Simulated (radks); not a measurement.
Q: The mean radii <r> (bohr) of the occupied orbitals of an atom or ion are listed with their occupations. Method: Dirac Kohn-Sham, LDA (Slater exchange, Perdew-Wang correlation), spin-unpolarised, spherical densities, finite nucleus; Fermi nuclear charge, rms radius of each element as measured or else 0.836 A^(1/3) + 0.57 fm; computed with a radial shooting solver on a logarithmic mesh with Libxc functionals.

orbital  occ.      <r>
1s1/2       2  0.01745
2s1/2       2  0.07301
2p1/2       2  0.06018
2p3/2       4  0.06849
3s1/2       2   0.1900
3p1/2       2   0.1801
3p3/2       4   0.1954
3d3/2       4   0.1704
3d5/2       6   0.1751
4s1/2       2   0.4229
4p1/2       2   0.4259
4p3/2       4   0.4595
4d3/2       4   0.4694
4d5/2       6   0.4804
5s1/2       2   0.9113
4f5/2       6   0.5120
4f7/2       8   0.5182
5p1/2       2   0.9579

Name the element and its charge. Open shells, if any, fill j = l - 1/2 first.

A: Z = 77, iridium, charge +13: Ir13+ in [Kr] 4d10 4f14 5s2 5p2. The 1s radius gives Z: for a bare nucleus <r> = (2 gamma + 1)/(2Z) with gamma = sqrt(1 - (Z/c)^2), 0.01724 bohr for Z = 77, and screening makes it slightly larger (0.01745 here). The occupations add up to 64, and the charge is Z minus that.
